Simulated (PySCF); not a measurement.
A PySCF script (with the pyscf-properties extension) for the NMR shieldings of `CB(C)[Si@@H](N)C[SiH3]`, C₃H₁₄BNSi₂, on a GFN2-xTB geometry:

```python
import basis_set_exchange as bse
import numpy as np
from pyscf import gto, dft
from pyscf.prop import nmr

atoms = """
C    -2.031190   -0.190340   -1.120383
B    -1.143610    0.487387   -0.008166
C    -1.188813    2.052447    0.157746
Si    0.098778   -0.556089    1.095350
N    -0.680034   -1.980410    1.723440
C     1.675587   -0.967660    0.057594
Si    2.466864    0.494700   -0.841956
H    -1.388448   -0.369612   -1.985684
H    -2.427380   -1.164266   -0.837426
H    -2.860677    0.420781   -1.472981
H    -0.187027    2.481563    0.175128
H    -1.767751    2.580327   -0.598609
H    -1.624263    2.298395    1.127745
H     0.618729    0.048235    2.342195
H    -0.157533   -2.599441    2.321795
H    -1.268575   -2.526064    1.115496
H     1.415467   -1.726501   -0.683220
H     2.418389   -1.430510    0.708147
H     3.680079    0.072977   -1.553810
H     2.819759    1.555029    0.106643
H     1.522729    1.035995   -1.829514
"""
names = dict.fromkeys(["C", "B", "Si", "N", "H"], "pcSseg-1")
basis = {el: gto.basis.parse(bse.get_basis(n, elements=[el], fmt="nwchem")) for el, n in names.items()}
mol = gto.M(atom=atoms, basis=basis, charge=0, verbose=0)
mf = dft.RKS(mol, xc="PBE0")
mf.grids.level = 2
mf.grids.alignment = dft.numint.BLKSIZE   # the property module wants whole blocks of grid points
mf.conv_tol = 1e-9
mf.kernel()

calc = nmr.RKS(mf)   # GIAO
C = mf.mo_coeff
Co = C[:, mf.mo_occ > 0]
resp = mf.gen_response(singlet=True, hermi=2)
def vind(x):   # induced exchange potential for any number of trial vectors
    d = np.einsum("pi,xij,qj->xpq", C, 2 * x.reshape(-1, C.shape[1], Co.shape[1]), Co, optimize=True)
    return np.einsum("xpq,pi,qj->xij", resp(d - d.transpose(0, 2, 1)), C, Co, optimize=True).ravel()
mo1, _ = nmr.rhf.solve_mo1(calc, with_cphf=vind)
sigma = calc.kernel(mo1)
for i, s in enumerate(sigma):   # ppm
    print("%2d %-2s %9.2f" % (i, mol.atom_pure_symbol(i), np.trace(s) / 3))
```

Problem. What does it print?

Solution. 
```
 0 C     166.09
 1 B      -5.16
 2 C     161.96
 3 Si    380.68
 4 N     254.74
 5 C     187.59
 6 Si    429.48
 7 H      30.79
 8 H      30.02
 9 H      30.09
10 H      30.13
11 H      30.18
12 H      30.46
13 H      26.75
14 H      31.46
15 H      31.75
16 H      32.10
17 H      31.51
18 H      27.75
19 H      27.96
20 H      28.41
```

These numbers come from an equivalent density-fitted implementation of the same equations, which agrees with the script to about 0.01 ppm for H and up to a few tenths of a ppm for heavy atoms, so last digits may differ.

Size and cost of the density-fitted run: 203 basis functions, 62 s wall time on 1 thread of an Arm Neoverse N1, shared host; peak memory 1 GiB.
